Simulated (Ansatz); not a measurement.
Molecule: InCl3, net charge 0, singlet state. SMILES: [Cl][In]([Cl])[Cl]
Coordinates optimised at B3LYP-D3(BJ)/def2-TZVP (Ansatz, a first-principles code):
```xyz
4

In     0.0000     0.0000     0.0000
Cl     2.2440    -0.2968    -0.4832
Cl    -0.9240    -1.0046     1.8692
Cl    -1.3200     1.3014    -1.3860
```
Charge 0, spin multiplicity 1.

Property: vertical ionisation energy (to the doublet state of charge +1; each state is the SCF solution reached for its spin; the molecule has degenerate orbitals, so one determinant may break the symmetry), in eV. Valence correlation only, unless marked. Open shells are spin-unrestricted. Spin-orbit coupling is left out. The frozen core is the preceding noble-gas configuration, with the filled d and f shells of earlier blocks. In def2 rows, elements after Kr have scalar-relativistic effective core potentials. Basis-set limits of correlation are two-point, X^-3; Hartree-Fock from the larger set. [CCSD(T)-MP2]/basis is that difference in the basis named.

```tsv
level	program	vertical ionisation energy (eV)
HF/def2-TZVPPD	Ansatz	10.90
HF/def2-QZVPPD	Ansatz	10.88
SVWN5/def2-TZVPD	Ansatz	10.97
PBE/def2-TZVPD	Ansatz	10.78
```

Question: What does RI-MP2/CBS(def2-TZVPPD,def2-QZVPPD)+[CCSD(T)-MP2]/def2-TZVPPD (Ansatz) give?

Answer: 12.02 eV, so PBE/def2-TZVPD differs from it by -1.24 eV.
